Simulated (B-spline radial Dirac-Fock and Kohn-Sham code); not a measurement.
## Successive ionisation energies of promethium: Dirac-Fock against NIST

Model: Dirac-Fock ΔSCF + Breit + QED. Program: a radial B-spline solver. Each value is the difference of the configuration-average energies of two neighbouring ions in their tabulated ground configurations. Correlation energy is missing from these numbers. NIST's values refer to the lowest levels; many for high charge states are themselves semi-empirical or theoretical. Where a p, d or f shell is open in either ion the computed value averages over both j values and all terms, while the table refers to the lowest levels; that difference holds spin-orbit splitting (largest in heavy or highly charged ions), term energies where several electrons share open shells, and correlation, and it can reach 10 % or more.

```tsv
ion	configuration	computed (eV)	NIST (eV)	kind	NIST − computed (eV)
Pm⁴¹⁺	[Ar] 3d2	3089.7	3112 ± 4	theoretical	+22.29
Pm⁴²⁺	[Ar] 3d1	3200.3	3219 ± 4	theoretical	+18.73
Pm⁴³⁺	[Ne] 3s2 3p6	3565.1	3519 ± 4	theoretical	-46.13
Pm⁴⁴⁺	[Ne] 3s2 3p5	3663.7	3613 ± 4	theoretical	-50.68
Pm⁴⁵⁺	[Ne] 3s2 3p4	3763.1	3718 ± 4	theoretical	-45.14
Pm⁴⁶⁺	[Ne] 3s2 3p3	3863.5	3816 ± 4	theoretical	-47.53
Pm⁴⁷⁺	[Ne] 3s2 3p2	3964.8	4056 ± 4	theoretical	+91.17
Pm⁴⁸⁺	[Ne] 3s2 3p1	4067.0	4166 ± 4	theoretical	+98.95
Pm⁴⁹⁺	[Ne] 3s2	4371.5	4371 ± 4	theoretical	-0.52
Pm⁵⁰⁺	[Ne] 3s1	4476.2	4476 ± 4	theoretical	-0.19
Pm⁵¹⁺	[He] 2s2 2p6	10306.6	10115 ± 4	theoretical	-191.63
Pm⁵²⁺	[He] 2s2 2p5	10583.8	10378 ± 4	theoretical	-205.83
Pm⁵³⁺	[He] 2s2 2p4	10864.2	10671 ± 5	theoretical	-193.18
Pm⁵⁴⁺	[He] 2s2 2p3	11147.7	10942 ± 5	theoretical	-205.70
Pm⁵⁵⁺	[He] 2s2 2p2	11434.4	11819 ± 5	theoretical	+384.63
Pm⁵⁶⁺	[He] 2s2 2p1	11724.2	12136 ± 5	theoretical	+411.78
Pm⁵⁷⁺	[He] 2s2	12531.8	12532 ± 6	theoretical	+0.15
Pm⁵⁸⁺	[He] 2s1	12797.0	12797.26 ± 0.07	theoretical	+0.30
Pm⁵⁹⁺	1s2	52141.1	52144.29 ± 0.06	theoretical	+3.22
Pm⁶⁰⁺	1s1	53346.3	53346.31 ± 0.14	theoretical	0.00
```

Q: Where in this range is the largest relative jump, and why?

A: From Pm⁵⁸⁺ (12797.0 eV) to Pm⁵⁹⁺ (52141.1 eV), a factor of 4.07. The configuration goes from [He] 2s1 to 1s2, so the next electron comes out of a deeper subshell.
